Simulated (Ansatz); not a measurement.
N-butylpyridinium hexafluoroantimonate, `CCCC[n+]1ccccc1.[F][Sb-]([F])([F])([F])([F])[F]`, 31 atoms. Hardware: 2 threads of AMD EPYC 7R13 on a shared host and a share (18 GiB) of an NVIDIA H100 80GB HBM3.

In the def2 sets Sb takes a core potential; there is no spin–orbit coupling. Correlated methods freeze 20 core orbitals; core or outer-core shells of Sb are correlated, in sets that lack core-valence functions. Single mean-field runs in def2-TZVP are fitted with def2-universal-jkfit.

**Question.** How many basis functions does each of these Ansatz runs have, and roughly what does it cost? PBE-D4/def2-TZVP, charge -1 doublet at the geometry of the charge 0 singlet, energy, from earlier orbitals; PBE0-D4/def2-TZVP, charge 0 triplet at the geometry of the charge 0 singlet, energy; PBE-QIDH/def2-TZVP, charge 1 doublet at the geometry of the charge 0 singlet, energy, from earlier orbitals; PBE0-D4/def2-TZVP, charge 1 doublet at the geometry of the charge 0 singlet, energy; PBE-D4/def2-TZVP, charge 0 singlet, energy, from earlier orbitals; r2SCAN-D4/def2-TZVP, charge 0 singlet, energy and forces, from earlier orbitals; PBE-D4/def2-TZVP, charge 0 triplet at the geometry of the charge 0 singlet, energy, from earlier orbitals; PBE-D4/def2-SVP, charge -1 doublet, relaxation, 18 steps; PBE0-D4/def2-SVP, charge 0 singlet, energy, from earlier orbitals; PBE-QIDH/def2-TZVP, charge 0 singlet, energy, from earlier orbitals; RPA@PBE/def2-TZVP, charge 0 singlet, energy, from earlier orbitals; MP2/def2-TZVP, charge 0 singlet, energy, from earlier orbitals.

**Answer.** Other jobs shared the machine, so times can vary by a factor of up to 3.

```tsv
run	functions	fitting or Cholesky vectors	wall time	peak host memory (GiB)
PBE-D4/def2-TZVP, charge 0 singlet, energy, from earlier orbitals	630	1684	4.5 s	0.97
r2SCAN-D4/def2-TZVP, charge 0 singlet, energy and forces, from earlier orbitals	630	1684	6.5 s	1
PBE-D4/def2-TZVP, charge -1 doublet at the geometry of the charge 0 singlet, energy, from earlier orbitals	630	1684	7 s	1.1
PBE-QIDH/def2-TZVP, charge 0 singlet, energy, from earlier orbitals	630	1684	7.5 s	2.7
PBE0-D4/def2-SVP, charge 0 singlet, energy, from earlier orbitals	320	3656	8.5 s	0.96
PBE0-D4/def2-TZVP, charge 1 doublet at the geometry of the charge 0 singlet, energy	630	1684	11 s	1.2
MP2/def2-TZVP, charge 0 singlet, energy, from earlier orbitals	630	4388	11 s	1.2
RPA@PBE/def2-TZVP, charge 0 singlet, energy, from earlier orbitals	630	4388	15 s	4.1
PBE-QIDH/def2-TZVP, charge 1 doublet at the geometry of the charge 0 singlet, energy, from earlier orbitals	630	1684	15 s	2.8
PBE0-D4/def2-TZVP, charge 0 triplet at the geometry of the charge 0 singlet, energy	630	1684	22 s	1.2
PBE-D4/def2-TZVP, charge 0 triplet at the geometry of the charge 0 singlet, energy, from earlier orbitals	630	1684	27 s	1.2
PBE-D4/def2-SVP, charge -1 doublet, relaxation, 18 steps	320	3610	57 s	0.97
```
